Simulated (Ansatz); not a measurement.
A search over several starts for the lowest SCF solution of SbBr3 at the given spin, in a small basis.

```yaml
crystal:
  periodic: [false, false, false]
  atoms:
    - {symbol: Sb, position_ang: [-0.004382, 0.005067, 0.908470]}
    - {symbol: Br, position_ang: [2.221991, -0.030307, -0.292105]}
    - {symbol: Br, position_ang: [-1.083969, 1.935784, -0.318803]}
    - {symbol: Br, position_ang: [-1.133650, -1.910554, -0.297562]}
basis:
  gaussian: {orbitals: def2-SVP, initial_orbitals: start.molden}
hamiltonian: {xc: pbe0, dispersion: d4}
output: {orbitals: {seedname: orbitals}}
```

The file start.molden holds the orbitals of an earlier run on this structure, at another level or in another basis.

```sh
$ ansatz run in.yaml --threads 4 --pin off --events-out ev --progress --plain --max-ram 3916MiB
```

It prints (some lines left out):

```
Functional definition: PBE0
1243 factors; integrals over basis functions are off by at most 2.6e-4 eV
mean field evaluation 1: about -216630.3912 eV, gradient 5.9e0 eV
mean field evaluation 2: about -216630.4418 eV, gradient 6.6e-2 eV
mean field evaluation 4: about -216630.4601 eV, gradient 1.5e-4 eV
mean field evaluation 8: about -216629.0732 eV, gradient 1.9e1 eV
mean field evaluation 16: about -216630.4601 eV, gradient 3.7e-3 eV
mean field -216630.46010677 eV, -7961.0225715241 hartree, gradient 1.6e-5 eV, S^2 0.000000; 1 other end points of the search recorded, 0 dependent functions left out
reference -216630.46013115 eV, -7961.0225724199 hartree; 64, 64 occupied and 58, 58 virtual orbitals, 1243 factors
Total energy: -216630.65020783 eV, -7961.0295576090 hartree
```

Hardware: 4 threads of Intel Xeon 6975P-C on a shared host. Wall time 1.6 s.

In the def2 sets Sb takes a core potential; there is no spin–orbit coupling.
